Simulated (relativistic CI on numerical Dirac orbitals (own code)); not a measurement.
# How well does a small relativistic CI reproduce Co⁵⁺?

Computed by Dirac-Coulomb-Breit CI, orbitals from a KLI potential per configuration, QED by a radiative potential, valence Slater integrals scaled by 0.85, P86 correlation estimate, and configurations built on the next ion tied to the tabulated ionisation energy (semi-empirical) (own radial code, finite nucleus).

Configurations in the expansion (outside the closed core [Ne]): 3s²3p⁶3d⁴, 3s²3p⁶3d³4s, 3s²3p⁶3d³4p, 3s²3p⁶3d³4d, 3s²3p⁶3d³5s, 3s²3p⁶3d³4f, 3s²3p⁵3d⁵, 3s²3p⁴3d⁶, 3s3p⁶3d⁵, 3s²3p⁶3d³5p, 3s²3p⁶3d²4s², 3s²3p⁶3d³5d, 3s²3p⁶3d³5f, 3s²3p⁶3d³5g, 3s²3p⁶3d²4s4p, 3s²3p⁶3d²4p², 3s²3p⁵3d⁴4s, 3p⁶3d⁶, 3s²3p⁶3d²4s4d, 3s²3p⁵3d⁴4p, 3s²3p⁶3d²4p4d. Levels of other configurations are missing.

```tsv
Configuration	Term (tabulated)	J	Measured (cm⁻¹)	Computed	Error	Purity (%)
3s²3p⁶3d⁴	5D	0	0.0	0	0	99
3s²3p⁶3d⁴	5D	1	204.0	202	-2	99
3s²3p⁶3d⁴	5D	2	589.0	581	-8	99
3s²3p⁶3d⁴	5D	3	1124.7	1103	-22	99
3s²3p⁶3d⁴	5D	4	1781.6	1738	-44	99
3s²3p⁶3d⁴	3P2	0	27166.2	23806	-3360	97
3s²3p⁶3d⁴	3H	4	28376.6	27665	-712	84
3s²3p⁶3d⁴	3P2	1	28461.5	25087	-3374	98
3s²3p⁶3d⁴	3H	5	28805.9	28168	-638	97
3s²3p⁶3d⁴	3H	6	29233.8	28601	-633	99
3s²3p⁶3d⁴	3P2	2	30506.1	27090	-3416	98
3s²3p⁶3d⁴	3F2	2	30554.9	28196	-2358	99
3s²3p⁶3d⁴	3F2	3	30634.6	28344	-2291	95
3s²3p⁶3d⁴	3F2	4	30816.7	28613	-2204	84
3s²3p⁶3d⁴	3G	3	34025.8	32518	-1508	95
3s²3p⁶3d⁴	3G	4	34474.6	32962	-1513	93
3s²3p⁶3d⁴	3G	5	34854.8	33384	-1471	96
3s²3p⁶3d⁴	3D	3	41675.9	39097	-2579	98
3s²3p⁶3d⁴	3D	2	41856.5	39248	-2608	97
3s²3p⁶3d⁴	1G2	4	41925.9	39091	-2835	95
3s²3p⁶3d⁴	3D	1	42098.0	39506	-2592	99
3s²3p⁶3d⁴	1I	6	42799.6	41943	-857	99
3s²3p⁶3d⁴	1S2	0	45372.0	40817	-4555	97
3s²3p⁶3d⁴	1D2	2	52739.5	48348	-4392	97
3s²3p⁶3d⁴	1F	3	59930.0	56285	-3645	98
3s²3p⁶3d⁴	3P1	2	70164.3	64651	-5514	98
3s²3p⁶3d⁴	3F1	4	70798.4	65466	-5332	98
3s²3p⁶3d⁴	3F1	2	70925.6	65654	-5272	99
3s²3p⁶3d⁴	3F1	3	70998.4	65711	-5287	98
3s²3p⁶3d⁴	3P1	1	71624.2	66086	-5538	99
3s²3p⁶3d⁴	3P1	0	72302.7	66773	-5530	99
3s²3p⁶3d⁴	1G1	4	81027.4	75522	-5505	99
3s²3p⁶3d⁴	1D1	2	106531.5	98729	-7803	99
3s²3p⁶3d⁴	1S1	0	137619.2	125132	-12487	98
3s²3p⁶3d³4s	5F	1	273324.8	271000	-2324	99
3s²3p⁶3d³4s	5F	2	273727.7	271391	-2337	99
3s²3p⁶3d³4s	5F	3	274319.0	271969	-2350	99
3s²3p⁶3d³4s	5F	4	275088.0	272718	-2370	99
3s²3p⁶3d³4s	5F	5	276008.0	273618	-2390	99
3s²3p⁶3d³4s	3F	2	282948.0	280291	-2657	99
3s²3p⁶3d³4s	3F	3	283961.0	281275	-2686	99
3s²3p⁶3d³4s	3F	4	285189.0	282471	-2718	99
3s²3p⁶3d³4s	5P	1	293914.5	292464	-1450	98
3s²3p⁶3d³4s	5P	2	294229.5	292761	-1468	97
3s²3p⁶3d³4s	5P	3	295025.6	293555	-1471	99
3s²3p⁶3d³4s	3G	3	298620.2	295520	-3100	99
3s²3p⁶3d³4s	3G	4	298974.6	295850	-3124	97
3s²3p⁶3d³4s	3G	5	299534.0	296377	-3157	96
3s²3p⁶3d³4s	3P	2	304909.9	302824	-2085	77
3s²3p⁶3d³4s	3P	1	305039.0	302769	-2270	90
3s²3p⁶3d³4s	3P	0	305473.1	303093	-2380	99
3s²3p⁶3d³4s	3D	1	306439.2	304665	-1774	74
3s²3p⁶3d³4s	3D †	3	307482.7	305990	-1493	99
3s²3p⁶3d³4s	3H	4	307627.0	302998	-4629	80
3s²3p⁶3d³4s	3H	5	307692.0	302904	-4788	97
3s²3p⁶3d³4s	3D †	2	307720.0	305948	-1772	78
3s²3p⁶3d³4s	3H	6	308029.5	303205	-4824	99
3s²3p⁶3d³4s	1P	1	310736.8	308272	-2465	80
3s²3p⁶3d³4s	1D	2	311916.0	310248	-1668	97
3s²3p⁶3d³4s	1H	5	312551.2	307517	-5035	98
3s²3p⁶3d³4s	3F	4	326384.3	323163	-3221	99
3s²3p⁶3d³4s	3F	3	326664.9	323438	-3227	99
3s²3p⁶3d³4s	3F	2	326902.8	323672	-3231	99
3s²3p⁶3d³4p	5G°	2	353596.7	352592	-1005	98
```

Measured levels from Sugar and Corliss, J. Phys. Chem. Ref. Data 10, 1097 (1981); pairs were made by configuration, J and term (by order where the table uses no LS term), so strongly mixed levels may be paired wrongly.

Mean error by configuration (cm⁻¹): 3s²3p⁶3d⁴ -3209; 3s²3p⁶3d³4s -2785; 3s²3p⁶3d³4p -1005. Over the excited levels the mean absolute error is 2985 cm⁻¹ (63 of the 63 excited levels that our extract of the source holds in range could be paired), and the median relative error of those above 1,000 cm⁻¹ is 2 %. † marks terms whose computed intervals miss the measured ones by more than a factor of 2.5, or configurations far off the rest, from wrong mixing, a near crossing or a doubtful label or measurement; they are left out of the means.
